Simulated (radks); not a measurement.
Spherical jellium clusters: N electrons in a uniform positive sphere of charge N and radius rs N^(1/3), rs = 2.89 bohr. Calculated with a radial shooting solver with Libxc functionals: non-relativistic Kohn-Sham, exchange-only LDA, spin-polarised, spherical densities. Levels are named by radial order and angular momentum (1s, 1p, 1d, 2s, ...), and open shells are averaged over m.

N = 11, configuration 1s2 1p6 1d(up 3, down 0). This is the lowest configuration that the search found. Occupied and some empty levels:

| level | occupation | eigenvalue (eV) | <r> (bohr) |
|---|---|---|---|
| 1s up | 1 | -6.4733 | 4.251 |
| 1s down | 1 | -6.0111 | 3.938 |
| 1p up | 3 | -4.5251 | 5.241 |
| 1p down | 3 | -3.7553 | 5.067 |
| 1d up | 3 | -2.2744 | 6.236 |
| 2s up | 0 | -1.7541 | 6.496 |
| 1d down | 0 | -1.3676 | 6.262 |
| 2s down | 0 | -1.1954 | 6.632 |
| 2p up | 0 | -0.32700 | 10.74 |
| 1f up | 0 | -0.069926 | 8.303 |

Energy (eV): total -5.22060, kinetic 32.903, external -587.12, Hartree 281.85, exchange-correlation -40.218, background 307.37.
